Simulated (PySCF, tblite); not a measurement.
Isomers of C6H10F2OSi. Computed values, GFN2-xTB/tblite, gas phase, harmonic and unscaled. This tight-binding method is rough: wavenumbers can miss measured ones by several per cent, in bad cases by 10 to 20. Modes of hydrogen on silicon can be 10 to 20 % off. One conformer each.

Electronic energies: PBE0/pcSseg-1 single points on the GFN2-xTB geometries (PySCF, gas phase).

| SMILES | electronic energy, lowest = 0 (kJ/mol) |
| --- | --- |
| C=C(C)[C@]1(OC(F)F)C[SiH2]1 | 177.6 |
| O=C[C@@H]1C[SiH2][C@@H](C(F)F)C1 | 0.0 |
| C=C[C@](C=O)(C[SiH3])C(F)F | 123.1 |
| C[SiH](C)/C=C\C(=O)C(F)F | 20.4 |
| COC1=C[C@@H](C(F)F)[SiH2]C1 | 42.2 |
| FC(F)C[SiH2]O[C@]12C[C@H]1C2 | 134.2 |
| C=CC/C(=C/O[SiH3])C(F)F | 75.4 |

Problem. How do GFN2-xTB zero-point energies change the relative energies?

Solution. 
```csv
SMILES,ZPE (kJ/mol),of it from modes above 1550 cm⁻¹,electronic (kJ/mol),"with ZPE, lowest = 0 (kJ/mol)",lowest mode (cm⁻¹),rings
O=C[C@@H]1C[SiH2][C@@H](C(F)F)C1,387.8,179.2,0.0,0.0,61,1
C[SiH](C)/C=C\C(=O)C(F)F,379.7,196.6,20.4,12.3,29,0
COC1=C[C@@H](C(F)F)[SiH2]C1,383.2,180.0,42.2,37.5,37,1
C=CC/C(=C/O[SiH3])C(F)F,371.8,188.2,75.4,59.4,19,0
C=C[C@](C=O)(C[SiH3])C(F)F,369.4,187.4,123.1,104.6,24,0
FC(F)C[SiH2]O[C@]12C[C@H]1C2,382.5,181.5,134.2,129.0,12,2
C=C(C)[C@]1(OC(F)F)C[SiH2]1,378.3,184.4,177.6,168.0,38,1
```

The zero-point energies span 18.4 kJ/mol, from `C=C[C@](C=O)(C[SiH3])C(F)F` to `O=C[C@@H]1C[SiH2][C@@H](C(F)F)C1`. The order is unchanged.

Problem. And how do the electronic energies of GFN2-xTB itself compare?

Solution. `O=C[C@@H]1C[SiH2][C@@H](C(F)F)C1` 47.8; `C[SiH](C)/C=C\C(=O)C(F)F` 182.2; `COC1=C[C@@H](C(F)F)[SiH2]C1` 64.7; `C=CC/C(=C/O[SiH3])C(F)F` 0.0; `C=C[C@](C=O)(C[SiH3])C(F)F` 164.4; `FC(F)C[SiH2]O[C@]12C[C@H]1C2` 59.5; `C=C(C)[C@]1(OC(F)F)C[SiH2]1` 189.0 kJ/mol, lowest = 0. Against the energies above, taken from the same isomer `O=C[C@@H]1C[SiH2][C@@H](C(F)F)C1`, the largest difference is 123.2 kJ/mol.

Problem. What do entropy and thermal enthalpy add at 298.15 K and 1 bar (rigid rotor, harmonic oscillator, one conformer each)?

Solution. 
```json
{"SMILES": "O=C[C@@H]1C[SiH2][C@@H](C(F)F)C1", "point group": "C1", "symmetry number": "1", "S (J/(mol K))": "424.9", "H − H(0) (kJ/mol)": "30.55", "ZPE + H − H(0) − TS (kJ/mol)": "291.7"}
{"SMILES": "C[SiH](C)/C=C\\C(=O)C(F)F", "point group": "C1", "symmetry number": "1", "S (J/(mol K))": "487.6", "H − H(0) (kJ/mol)": "37.17", "ZPE + H − H(0) − TS (kJ/mol)": "271.5"}
{"SMILES": "COC1=C[C@@H](C(F)F)[SiH2]C1", "point group": "C1", "symmetry number": "1", "S (J/(mol K))": "443.0", "H − H(0) (kJ/mol)": "32.20", "ZPE + H − H(0) − TS (kJ/mol)": "283.3"}
{"SMILES": "C=C(C)[C@]1(OC(F)F)C[SiH2]1", "point group": "C1", "symmetry number": "1", "S (J/(mol K))": "456.2", "H − H(0) (kJ/mol)": "33.97", "ZPE + H − H(0) − TS (kJ/mol)": "276.2"}
```

Not tabulated: `C=CC/C(=C/O[SiH3])C(F)F` (lowest mode only 19 cm⁻¹); `C=C[C@](C=O)(C[SiH3])C(F)F` (lowest mode only 24 cm⁻¹); `FC(F)C[SiH2]O[C@]12C[C@H]1C2` (lowest mode only 12 cm⁻¹).
